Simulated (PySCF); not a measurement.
Compound: C3H13NSi3.
Atom-mapped SMILES: `[SiH3:1][CH2:2][Si@@H:3]1[CH2:4][CH2:5][SiH2:6][NH:7]1` (hydrogens: H8, H9, H10 on Si1; H11, H12 on C2; H13 on Si3; H14, H15 on C4; H16, H17 on C5; H18, H19 on Si6; H20 on N7)

All values: CAM-B3LYP/def2-SVPD (PySCF, non-relativistic), on one gas-phase PBE0-D3(BJ)/def2-SVP geometry that isn't relaxed in the solvent. The solvent is an IEF-PCM continuum (van der Waals radii × 1.2), and excitations are vertical TDDFT with non-equilibrium linear response and a frozen core. Specific hydrogen bonds and non-electrostatic terms are outside this model.

Gas-phase singlets (H = HOMO, L = LUMO):

| state | E (eV) | λ (nm) | f | leading configuration |
| --- | --- | --- | --- | --- |
| S1 | 6.351 | 195 | 0.013 | H→L 65% |
| S2 | 6.921 | 179 | 0.013 | H→L+1 39% |
| S3 | 7.343 | 169 | 0.011 | H→L+4 42% |
| S4 | 7.380 | 168 | 0.022 | H→L+2 45% |
| S5 | 7.642 | 162 | 0.012 | H→L+5 34% |

Task: How does the list change in acetone (ε = 20.49)?

Result: 
```
state  E (eV)  λ (nm)      f  leading configuration  change by rank (eV)
   S1   6.439     193  0.018              H→L+1 44%               +0.088
   S2   6.907     180  0.021              H→L+2 40%               -0.014
   S3   7.350     169  0.009              H→L+4 51%               +0.007
   S4   7.441     167  0.040              H→L+2 28%               +0.061
   S5   7.638     162  0.017              H→L+5 40%               -0.004
```

Task: How do the frontier levels move from gas to acetone?

Result: 
```csv
orbital,gas (eV),solvent (eV),change (eV),"Löwdin shares, gas","Löwdin shares, solvent"
LUMO+2,1.39,1.52,+0.13,"Si6 18 %, Si1 14 %, C5 9 %, H16 7 %","Si6 20 %, Si1 14 %, C5 9 %, H16 7 %"
LUMO+1,1.23,1.37,+0.14,"Si1 22 %, Si6 9 %, Si3 7 %, H8 6 %","Si1 22 %, Si6 10 %, Si3 8 %, H8 7 %"
LUMO,1.04,1.26,+0.22,"Si6 16 %, Si3 15 %, H20 12 %, Si1 10 %","Si6 17 %, Si1 16 %, Si3 13 %, H20 6 %"
HOMO,-8.51,-8.38,+0.13,"N7 48 %, Si6 11 %, Si3 10 %, H13 6 %","N7 48 %, Si6 10 %, Si3 10 %, H13 6 %"
HOMO-1,-9.43,-9.26,+0.17,"C4 21 %, C5 18 %, Si3 13 %, Si6 11 %","C4 22 %, C5 18 %, Si3 14 %, Si6 10 %"
HOMO-2,-10.13,-9.97,+0.16,"C4 16 %, C5 14 %, Si3 12 %, Si6 10 %","C4 19 %, C5 17 %, Si3 11 %, Si6 10 %"
HOMO-3,-10.30,-10.15,+0.15,"C5 17 %, C2 14 %, Si6 13 %, C4 10 %","C2 16 %, C5 14 %, Si6 12 %, Si3 9 %"
```

The HOMO–LUMO gap goes from 9.55 to 9.64 eV.

Hardware: an Intel Xeon 6975P-C with one thread, shared host with 192 logical CPUs at a one-minute load of 65. Cost: 43 s of wall time, 1.5 GiB resident at most. This is the whole response run at CAM-B3LYP/def2-SVPD in acetone, SCF included.
